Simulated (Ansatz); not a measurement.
Reaction (formal exchange of groups at the Al–B bond): `[CH3][AlH][B](F)[GeH3]` + `CC=N` → `[CH3][AlH][CH]=N` + `C[B](F)[GeH3]`

Program: Ansatz. Geometries: PBE0-D4/def2-TZVP. ΔE: electronic, gas phase. CBS: MP2 limit from def2 TZ/QZ plus the TZ coupled-cluster correction, frozen cores. DFT in def2-TZVPP. B3LYP here is the variant with VWN-RPA as its local correlation; programs differ in this. For Ge outer-core shells are correlated without core-valence functions, which leaves a few kJ/mol of doubt a bond. Scalar relativity is left out up to krypton. One conformer a species, not always the lowest.

`[CH3][AlH][B](F)[GeH3]`:

Cartesian coordinates in Å:
```
C 1.653 1.002 0.917
Al 0.158 -0.016 1.658
B -1.280 -0.864 0.242
F -2.305 -1.590 0.670
Ge -1.099 -0.570 -1.827
H 2.314 1.428 1.675
H 2.259 0.367 0.261
H 1.288 1.821 0.287
H 0.003 -0.216 3.233
H 0.287 -1.075 -2.284
H -1.109 0.947 -2.117
H -2.168 -1.234 -2.715
```

`CC=N`:

Cartesian coordinates in Å:
```
C 0.610 0.070 -0.544
C -0.203 -0.255 0.666
N -1.417 0.019 0.882
H 1.002 -0.847 -0.994
H 0.022 0.608 -1.290
H 1.476 0.679 -0.266
H 0.327 -0.796 1.458
H -1.818 0.522 0.088
```

`[CH3][AlH][CH]=N`:

```xyz
10

C    -0.718    0.050    1.602
Al   -0.881   -0.204   -0.317
C     0.742   -0.023   -1.447
N     1.818    0.239   -0.810
H    -1.351    0.875    1.946
H     0.314    0.268    1.882
H    -1.046   -0.840    2.149
H    -2.264   -0.553   -1.027
H     0.758   -0.134   -2.545
H     2.627    0.321   -1.435
```

`C[B](F)[GeH3]`:

Cartesian coordinates in Å:
```
C -0.933 0.558 -1.200
B -0.692 -0.176 0.150
F -1.728 -0.680 0.811
Ge 1.184 -0.434 1.034
H -0.331 0.097 -1.991
H -1.980 0.573 -1.509
H -0.567 1.589 -1.129
H 1.230 0.214 2.430
H 2.312 0.188 0.190
H 1.505 -1.929 1.216
```

(1) Is it downhill or uphill in electronic energy at CCSD(T)/CBS, and by how much? (Estimate.)

(2) What do these levels give: PBE-D4, ωB97M-V, B2PLYP, r2SCAN, PBE0, B3LYP, HF/def2-TZVPP, MP2/def2-TZVPP, SCS-MP2/def2-TZVPP, HF/def2-QZVPP, MP2/def2-QZVPP, MP2/CBS(def2)? (An estimate is asked.)

Largest T1 diagnostic among the species: 0.013.

Answers

(1) The calculation gave: Downhill: ΔE = -0.70 eV.

(2) Ansatz gave: PBE-D4 -0.61, ωB97M-V -0.76, B2PLYP -0.73, r2SCAN -0.71, PBE0 -0.64, B3LYP -0.70, HF/def2-TZVPP -0.71, MP2/def2-TZVPP -0.77, SCS-MP2/def2-TZVPP -0.74, HF/def2-QZVPP -0.71, MP2/def2-QZVPP -0.77, MP2/CBS(def2) -0.77 eV.
